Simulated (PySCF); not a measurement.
**Sr₃N: from structure and modes to constants**

Level of theory: UPBE0/[N def2-SVP, Sr def2-SVP with ECP28], scalar-relativistic core potentials, density fitting, no spin–orbit coupling, PySCF.

The doublet minimum has C2v symmetry. Masses (u): N 14.00307, Sr 87.90561.

```xyz
4
charge 0 multiplicity 2, angstrom
N    -0.1337    0.0000    0.0000
Sr    2.1066    0.0000    0.0000
Sr   -1.0424    2.0697    0.0000
Sr   -1.0424   -2.0697    0.0000
```

Harmonic wavenumbers (cm⁻¹): 37.5 (b2, ×1), 69.4 (a1, ×1), 107.9 (b1, ×1), 196.7 (a1, ×1), 513.2 (a1, ×1), 557.6 (b2, ×1).

(1) Find the principal moments of inertia and the rotational constants. What kind of rotor is it?

(2) What is the harmonic zero-point energy?

(3) Give the standard entropy (298.15 K, 1 bar) by its translational, rotational, vibrational and spin parts, and Cp.

Results:

(1) About the centre of mass I = 581.42, 753.08, 1334.5 u Å². With B = 16.8576/I this gives 0.02899, 0.02238, 0.01263 cm⁻¹. The molecule is an asymmetric top with κ = 0.19.

(2) Half the sum of all 6 wavenumbers, 1482/2 = 741 cm⁻¹, which is 8.9 kJ/mol (1 cm⁻¹ = 0.0119627 kJ/mol).

(3) Sackur–Tetrode with M = 277.72 u gives 179.0; rotation with symmetry number 2 gives 126.7; vibration 67.7; spin R ln 2 = 5.8. The total is 379.2 J/(mol K), and Cp = 4 R + 42.2 = 75.4 J/(mol K).

The determinant is spin-contaminated (⟨S²⟩ = 0.98, pure value 0.75). This need not be the most stable arrangement of these atoms.
